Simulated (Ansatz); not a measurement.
`CC(=S)[SeH]` + `B1O[SiH2]1` → `[SeH][SiH]1BO1` + `CC=S`  (formal exchange of groups at the Se–C bond)

Calculated with Ansatz (gas phase, PBE0-D4/def2-TZVP geometries, no zero-point term in ΔE). CCSD(T)/CBS adds triple-zeta CCSD(T) − MP2 to the extrapolated MP2 energy (def2 sets, frozen cores). Functionals use def2-TZVPP. For Se outer-core shells are correlated without core-valence functions, which leaves a few kJ/mol of doubt a bond. Scalar relativity is left out up to krypton. Each species was taken in one conformer, which may not be the lowest.

`CC(=S)[SeH]`:

Cartesian coordinates in Å:
```
C 0.688 0.441 0.259
C -0.056 -0.519 -0.610
S 0.590 -1.325 -1.854
Se -1.883 -0.787 -0.197
H 0.221 1.429 0.220
H 0.662 0.109 1.301
H 1.723 0.517 -0.071
H -1.945 0.133 0.952
```

`B1O[SiH2]1`:

Cartesian coordinates in Å:
```
B 0.273 1.064 -0.348
O 1.119 0.137 0.121
Si -0.466 -0.611 0.153
H 0.456 2.177 -0.728
H -0.864 -0.968 1.534
H -0.518 -1.798 -0.732
```

`[SeH][SiH]1BO1`:

Z-matrix (Å, degrees):
```
Si
B 1 1.896
O 1 1.752 2 42.9
Se 1 2.255 2 124.1 3 -92.6
H 1 1.479 2 125.6 3 80.1
H 2 1.189 1 165.4 3 178.1
H 4 1.470 1 93.6 2 148.0
```

`CC=S`:

Z-matrix (Å, degrees):
```
C
C 1 1.482
H 1 1.096 2 109.7
H 1 1.096 2 109.7 3 116.1
H 1 1.089 2 111.8 3 -122.0
S 2 1.608 1 126.2 3 122.0
H 2 1.094 1 114.7 3 -58.0
```

**Question.** Is it downhill or uphill in electronic energy at CCSD(T)/CBS, and by how much? (An estimate is asked.)

**Answer.** Computed: Downhill: ΔE = -85.9 kJ/mol.

**Question.** What do these levels give: PBE0-D4, ωB97X-V, B2PLYP, MP2/def2-TZVPP, SCS-MP2/def2-TZVPP, CCSD/def2-TZVPP? (Best estimate.)

**Answer.** The calculation gave: PBE0-D4 -84.0, ωB97X-V -86.1, B2PLYP -81.7, MP2/def2-TZVPP -78.1, SCS-MP2/def2-TZVPP -79.7, CCSD/def2-TZVPP -87.3 kJ/mol.

Largest T1 diagnostic among the species: 0.017.

From PBE to PBE0 (25 % exact exchange), in def2-TZVPP and without D4, ΔE moves by −8.2 kJ/mol. The D4 term adds +4.0 kJ/mol with B3LYP and +1.9 kJ/mol with PBE0; it sums over pairs of atoms, weighted by their polarisabilities, and B3LYP, whose exchange is more repulsive, gets the larger term. In def2-TZVPP, CCSD(T) changes the Hartree–Fock value by +16.9 kJ/mol (the triples alone add +4.1 kJ/mol) and MP2 by +22.0 kJ/mol.

B3LYP here is the variant with VWN-RPA as its local correlation; programs differ in this.
